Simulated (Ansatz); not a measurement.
A run for Ansatz (a program for electronic structure): R-B3LYP-D3(BJ)/def2-TZVP on H4IP (a complex). Elements past Kr take the def2 small-core potentials; no spin–orbit coupling.

Ansatz 0.2 input:
```yaml
crystal:
  periodic: [false, false, false]
  atoms:
    - {symbol: P, position_ang: [-0.25850794, 0.48659549, 0.12440294]}
    - {symbol: H, position_ang: [0.14003206, -0.84283359, 0.15229460]}
    - {symbol: H, position_ang: [-1.60418038, 0.14456314, 0.10912789]}
    - {symbol: H, position_ang: [-0.18847967, 0.55221334, -1.25566693]}
    - {symbol: I, position_ang: [-0.10208905, 0.40111330, 4.12827225]}
    - {symbol: H, position_ang: [-0.15509705, 0.70733104, 2.57978144]}
basis:
  gaussian:
    orbitals: def2-TZVP
hamiltonian:
  xc: b3lyp
  dispersion: d3bj
relax: {f_tol: 0.004, max_steps: 120}
scf: {lower_state_search: off}
```

### Question
Give the final energy of this run.

### Answer
-641.5894 hartree.

### Question
How many basis functions does it have, and what does it roughly cost on one machine?

### Answer
111 functions; roughly 24 core-seconds.
